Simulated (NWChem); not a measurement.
Species: SnHF3; SMILES [F][SnH]([F])[F]

Computed with NWChem. Coordinates come from a PBE0/def2-SVP optimisation. Not confirmed as a minimum by frequencies. def2 effective core potentials on Sn; no spin-orbit coupling. Ions are spin-unrestricted doublets at the neutral geometry; other ion states weren't tried.

Task: Predict the results for B3LYP/def2-SVP. Quantities: −ε(HOMO) (eV).

Result: 
```yaml
"−ε(HOMO) (eV)": 10.50
```
